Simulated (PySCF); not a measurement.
C4H9 (SMILES [CH2-]C(C)C), charge -1, singlet, geometry from GFN2-xTB (in this run its highest filled SCF level lies above zero, so its values depend strongly on the basis, on diffuse functions most of all); CCSD(T)/STO-3G in PySCF.

The PySCF input:
```python
from pyscf import gto, scf, cc

mol = gto.M(
    atom='''
C     0.00360706    0.07275878    0.35852744
H     0.01413019   -0.02455558    1.49184561
C     0.00197210    1.48905250   -0.21294948
H    -0.87836911    2.02265113    0.26479170
H     0.89409793    2.01789160    0.24792523
C     1.24251803   -0.68650164   -0.13018073
H     1.27251834   -0.67330054   -1.21910898
H     2.14853428   -0.20354655    0.23586489
H     1.24765967   -1.73021109    0.20964392
C    -1.24843893   -0.67981278   -0.10647724
H    -1.29908454   -0.66639513   -1.19463808
H    -1.25271749   -1.72349693    0.23343705
H    -2.14471882   -0.19201806    0.27671870
''',
    basis='sto-3g',
    charge=-1,
    verbose=4,
)

mf = scf.RHF(mol)
mf.kernel()

mycc = cc.CCSD(mf)
mycc.kernel()
et = mycc.ccsd_t()
print('E(CCSD(T)) = %.10f' % (mycc.e_tot + et))
```

### Question
What does PySCF print? Leave out banner, timings and long lists.

### Answer

```
PySCF version 2.14.0

[INPUT] verbose = 4
[INPUT] num. atoms = 13
[INPUT] num. electrons = 34
[INPUT] charge = -1
[INPUT] spin (= nelec alpha-beta = 2S) = 0
[INPUT] symmetry False subgroup None
[INPUT] Mole.unit = angstrom
[INPUT] Symbol           X                Y                Z      unit          X                Y                Z       unit  Magmom
[INPUT]  1 C      0.003607060000   0.072758780000   0.358527440000 AA    0.006816355515   0.137494167357   0.677518669741 Bohr   0.0
[INPUT]  2 H      0.014130190000  -0.024555580000   1.491845610000 AA    0.026702189188  -0.046403321030   2.819179623035 Bohr   0.0
[INPUT]  3 C      0.001972100000   1.489052500000  -0.212949480000 AA    0.003726728890   2.813901410099  -0.402416195569 Bohr   0.0
[INPUT]  4 H     -0.878369110000   2.022651130000   0.264791700000 AA   -1.659877054178   3.822256681242   0.500383793058 Bohr   0.0
[INPUT]  5 H      0.894097930000   2.017891600000   0.247925230000 AA    1.689600216241   3.813262473060   0.468510784070 Bohr   0.0
[INPUT]  6 C      1.242518030000  -0.686501640000  -0.130180730000 AA    2.348018781534  -1.297300083665  -0.246005926396 Bohr   0.0
[INPUT]  7 H      1.272518340000  -0.673300540000  -1.219108980000 AA    2.404711151086  -1.272353620122  -2.303782088198 Bohr   0.0
[INPUT]  8 H      2.148534280000  -0.203546550000   0.235864890000 AA    4.060141358440  -0.384647233100   0.445720044501 Bohr   0.0
[INPUT]  9 H      1.247659670000  -1.730211090000   0.209643920000 AA    2.357735072965  -3.269625097785   0.396169592480 Bohr   0.0
[INPUT] 10 C     -1.248438930000  -0.679812780000  -0.106477240000 AA   -2.359207660945  -1.284659970179  -0.201212822100 Bohr   0.0
[INPUT] 11 H     -1.299084540000  -0.666395130000  -1.194638080000 AA   -2.454913993257  -1.259304286444  -2.257538789176 Bohr   0.0
[INPUT] 12 H     -1.252717490000  -1.723496930000   0.233437050000 AA   -2.367292967553  -3.256937174229   0.441132091826 Bohr   0.0
[INPUT] 13 H     -2.144718820000  -0.192018060000   0.276718700000 AA   -4.052931184000  -0.362861544370   0.522922556546 Bohr   0.0

nuclear repulsion = 126.185880046249
number of shells = 21
number of NR pGTOs = 87
number of NR cGTOs = 29
basis = sto-3g
ecp = {}

******** <class 'pyscf.scf.hf.RHF'> ********
method = RHF
initial guess = minao
damping factor = 0
level_shift factor = 0
DIIS = <class 'pyscf.scf.diis.CDIIS'>
diis_start_cycle = 1
diis_space = 8
diis_damp = 0
SCF conv_tol = 1e-09
SCF conv_tol_grad = None
SCF max_cycles = 50
direct_scf = True
direct_scf_tol = 1e-13
Set gradient conv threshold to 3.16228e-05
Initial guess from minao.
init E= -155.066645234848
  HOMO = -0.0857092854333825  LUMO = 0.478360280546036  gap/eV = 15.34911
cycle= 1 E= -154.515026458898  delta_E= 0.552  |g|= 0.444  |ddm|= 4.09
  HOMO = 0.256093160240436  LUMO = 0.839602042321521  gap/eV = 15.87809
cycle= 2 E= -154.585711045047  delta_E= -0.0707  |g|= 0.0792  |ddm|= 0.729
  HOMO = 0.135519063945683  LUMO = 0.827924360208274  gap/eV = 18.84131
cycle= 3 E= -154.588654681529  delta_E= -0.00294  |g|= 0.0236  |ddm|= 0.164
  HOMO = 0.137312762742876  LUMO = 0.829166748520641  gap/eV = 18.82631
cycle= 4 E= -154.589004804671  delta_E= -0.00035  |g|= 0.00347  |ddm|= 0.0732
  HOMO = 0.13691463441754  LUMO = 0.830024736016524  gap/eV = 18.86049
cycle= 5 E= -154.589013035822  delta_E= -8.23e-06  |g|= 0.000869  |ddm|= 0.0113
  HOMO = 0.13668979267204  LUMO = 0.829857847649365  gap/eV = 18.86206
cycle= 6 E= -154.589013462443  delta_E= -4.27e-07  |g|= 0.000114  |ddm|= 0.00267
  HOMO = 0.136664958848703  LUMO = 0.829859836269493  gap/eV = 18.86279
cycle= 7 E= -154.589013471557  delta_E= -9.11e-09  |g|= 2.12e-05  |ddm|= 0.000407
  HOMO = 0.136668961391558  LUMO = 0.829863179920989  gap/eV = 18.86278
cycle= 8 E= -154.589013471866  delta_E= -3.09e-10  |g|= 4.5e-06  |ddm|= 6.78e-05
  HOMO = 0.136669650188437  LUMO = 0.829861854057221  gap/eV = 18.86272
Extra cycle  E= -154.589013471878  delta_E= -1.21e-11  |g|= 1.61e-06  |ddm|= 9.97e-06
converged SCF energy = -154.589013471878

******** <class 'pyscf.cc.ccsd.CCSD'> ********
CC2 = 0
CCSD nocc = 17, nmo = 29
max_cycle = 50
direct = 0
conv_tol = 1e-07
conv_tol_normt = 1e-05
diis_space = 6
diis_start_cycle = 0
diis_start_energy_diff = 1e+09
Init t2, MP2 energy = -154.787472575836  E_corr(MP2) -0.198459103957469
Init E_corr(CCSD) = -0.198459103958664
cycle = 1  E_corr(CCSD) = -0.243229752219956  dE = -0.0447706483  norm(t1,t2) = 0.0571756
cycle = 2  E_corr(CCSD) = -0.257033901850391  dE = -0.0138041496  norm(t1,t2) = 0.0204941
cycle = 3  E_corr(CCSD) = -0.264889363034216  dE = -0.00785546118  norm(t1,t2) = 0.00835784
cycle = 4  E_corr(CCSD) = -0.265172699818826  dE = -0.000283336785  norm(t1,t2) = 0.00134682
cycle = 5  E_corr(CCSD) = -0.265178512793221  dE = -5.81297439e-06  norm(t1,t2) = 0.000567832
cycle = 6  E_corr(CCSD) = -0.265172184332456  dE = 6.32846076e-06  norm(t1,t2) = 0.00011083
cycle = 7  E_corr(CCSD) = -0.265168892102219  dE = 3.29223024e-06  norm(t1,t2) = 4.638e-05
cycle = 8  E_corr(CCSD) = -0.265167908405653  dE = 9.83696565e-07  norm(t1,t2) = 1.84819e-05
cycle = 9  E_corr(CCSD) = -0.265167825684356  dE = 8.27212976e-08  norm(t1,t2) = 5.28245e-06
CCSD converged
E(CCSD) = -154.8541812975625  E_corr = -0.2651678256843557
CCSD(T) correction = -0.00182619970296798
E(CCSD(T)) = -154.8560074973
```
